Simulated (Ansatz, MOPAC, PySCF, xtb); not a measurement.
Donor–acceptor adduct: AlH3 (SMILES [AlH3]) (first 4 atoms) with CHN (SMILES C#N); geometry from B3LYP-D3(BJ)/def2-TZVP, rigid monomers moved along the line of their centres of mass till Al1···N6 is 1.86 Å.
(charge 0, multiplicity 1):
```xyz
7

Al    -0.162     0.364     0.263
H      1.254     0.824    -0.300
H     -1.237     1.489     0.595
H     -0.691    -1.082    -0.136
C      0.683    -0.251     3.072
N      0.361    -0.018     2.003
H      0.985    -0.468     4.073
```

```json
[
 {"level": "PM3", "interaction energy (kcal/mol)": "-46.94", "minus CCSD(T)/CBS(aug-cc-pV(D+d)Z, aug-cc-pV(T+d)Z)": "-30.88", "cost": "-"},
 {"level": "PM6", "interaction energy (kcal/mol)": "-11.97", "minus CCSD(T)/CBS(aug-cc-pV(D+d)Z, aug-cc-pV(T+d)Z)": "4.09", "cost": "-"},
 {"level": "GFN2-xTB", "interaction energy (kcal/mol)": "-22.85", "minus CCSD(T)/CBS(aug-cc-pV(D+d)Z, aug-cc-pV(T+d)Z)": "-6.79", "cost": "-"},
 {"level": "HF/3-21G (no counterpoise)", "interaction energy (kcal/mol)": "-20.81", "minus CCSD(T)/CBS(aug-cc-pV(D+d)Z, aug-cc-pV(T+d)Z)": "-4.75", "cost": "-"},
 {"level": "PBE/def2-TZVPPD", "interaction energy (kcal/mol)": "-17.64", "minus CCSD(T)/CBS(aug-cc-pV(D+d)Z, aug-cc-pV(T+d)Z)": "-1.58", "cost": "×1"},
 {"level": "r2SCAN-D3(BJ)/def2-TZVPPD", "interaction energy (kcal/mol)": "-20.28", "minus CCSD(T)/CBS(aug-cc-pV(D+d)Z, aug-cc-pV(T+d)Z)": "-4.21", "cost": "×2"},
 {"level": "B3LYP/3-21G (no counterpoise)", "interaction energy (kcal/mol)": "-24.54", "minus CCSD(T)/CBS(aug-cc-pV(D+d)Z, aug-cc-pV(T+d)Z)": "-8.48", "cost": "-"},
 {"level": "B3LYP/6-31G* (no counterpoise)", "interaction energy (kcal/mol)": "-15.74", "minus CCSD(T)/CBS(aug-cc-pV(D+d)Z, aug-cc-pV(T+d)Z)": "0.32", "cost": "-"},
 {"level": "B3LYP/6-311+G** (no counterpoise)", "interaction energy (kcal/mol)": "-13.29", "minus CCSD(T)/CBS(aug-cc-pV(D+d)Z, aug-cc-pV(T+d)Z)": "2.77", "cost": "-"},
 {"level": "B3LYP/def2-TZVPPD", "interaction energy (kcal/mol)": "-15.01", "minus CCSD(T)/CBS(aug-cc-pV(D+d)Z, aug-cc-pV(T+d)Z)": "1.05", "cost": "×2"},
 {"level": "B3LYP-D3(BJ)/def2-TZVPPD", "interaction energy (kcal/mol)": "-17.15", "minus CCSD(T)/CBS(aug-cc-pV(D+d)Z, aug-cc-pV(T+d)Z)": "-1.09", "cost": "×2"},
 {"level": "PBE0-D3(BJ)/def2-TZVPPD", "interaction energy (kcal/mol)": "-18.64", "minus CCSD(T)/CBS(aug-cc-pV(D+d)Z, aug-cc-pV(T+d)Z)": "-2.58", "cost": "×2"},
 {"level": "CCSD(T)/aug-cc-pV(D+d)Z", "interaction energy (kcal/mol)": "-10.94", "minus CCSD(T)/CBS(aug-cc-pV(D+d)Z, aug-cc-pV(T+d)Z)": "5.12", "cost": "×5"},
 {"level": "CCSD(T)/CBS(aug-cc-pV(D+d)Z, aug-cc-pV(T+d)Z)", "interaction energy (kcal/mol)": "-16.06", "minus CCSD(T)/CBS(aug-cc-pV(D+d)Z, aug-cc-pV(T+d)Z)": "0.00", "cost": "×50*"}
]
```

 The comparison column counts from a level with limits of its own.

The rows run from -46.94 (PM3) to -10.94 kcal/mol (CCSD(T)/aug-cc-pV(D+d)Z). The dispersion term adds -2.14 in B3LYP-D3(BJ).

Counterpoise-corrected where a basis set is named; no monomer relaxation. Rows marked so take none.

Correlated levels freeze the cores. CBS: X⁻³ extrapolation of the correlation energy, Hartree–Fock from the larger set. Rows in 3-21G, 6-311+G**, 6-31G* carry no dispersion term and start afresh at each structure (6-31G* with six Cartesian d functions). The state that PM3, PM6 reach isn't checked.

Programs: Ansatz (an electronic-structure program); MOPAC for PM3, PM6 (differences of heats of formation); PySCF for 3-21G rows, 6-311+G** rows, 6-31G* rows, the dispersion terms; xtb for the GFN methods. Each number belongs to the level named beside it.

Costs are rough ratios of core time to PBE/def2-TZVPPD (about 4 s over the structures, on one shared machine); a dash marks a level with no comparable run of its own. A star marks coupled-cluster runs past 200 virtual orbitals, where the program's memory plan changes under this machine's limit, so their costs aren't comparable with smaller runs.
